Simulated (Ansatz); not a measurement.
Species: C$_{4}$H$_{10}$Cl$_{2}$Ge (charge 0, singlet). SMILES: C[CH2][Ge]([Cl])([Cl])[CH2]C
Coordinates optimised at B3LYP-D3(BJ)/def2-TZVP (Ansatz, an electronic-structure program):
```
Ge
C 1 1.9575
H 2 1.0904 1 106.71
H 2 1.0920 3 107.22 1 -114.05
C 2 1.5286 3 111.61 4 -122.58
H 5 1.0909 2 111.31 3 -60.50
H 5 1.0917 6 107.72 2 -121.62
H 5 1.0921 6 107.75 7 -115.58
C 1 1.9575 2 117.64 3 -179.37
H 9 1.0904 1 106.71 2 -179.37
H 9 1.0920 10 107.22 1 -114.05
C 9 1.5286 10 111.61 11 -122.58
H 12 1.0909 9 111.31 10 -60.50
H 12 1.0917 13 107.72 9 -121.62
H 12 1.0921 13 107.75 14 -115.58
Cl 1 2.1809 2 107.92 3 -57.13
Cl 1 2.1809 2 107.87 3 58.36
```
Charge 0, spin multiplicity 1.

Quantity: atomisation energy (electronic, to ground-state atoms), in kcal/mol. Valence correlation only, unless marked. Open shells are spin-unrestricted. Spin-orbit coupling is left out. The frozen core is the preceding noble-gas configuration, with the filled d and f shells of earlier blocks. No relativistic terms. The coupled-cluster limit lacks core correlation, which all-electron functionals hold. CBS(X,Y): correlation extrapolated as X^-3; Hartree-Fock from the larger set. The bracket is a focal-point correction in the basis named.

```csv
level,program,atomisation energy (kcal/mol)
BHLYP-D4/def2-TZVPD,Ansatz + dftd4,1478.2
r2SCAN0-D4/def2-TZVPD,Ansatz + dftd4,(withheld)
CAM-B3LYP/def2-TZVPD,Ansatz,1501.9
LC-wPBE/def2-TZVPD,Ansatz,(withheld)
B2PLYP-D4/def2-TZVPD,Ansatz + dftd4,1495.5
"RI-MP2/CBS(def2-TZVPPD,def2-QZVPPD)+[CCSD(T)-MP2]/def2-TZVPPD",Ansatz,(withheld)
```

Problem. What belongs in the gaps?

Solution. 
- r2SCAN0-D4/def2-TZVPD, atomisation energy (kcal/mol): 1504.6
- LC-wPBE/def2-TZVPD, atomisation energy (kcal/mol): 1504.2
- RI-MP2/CBS(def2-TZVPPD,def2-QZVPPD)+[CCSD(T)-MP2]/def2-TZVPPD, atomisation energy (kcal/mol): 1512.7
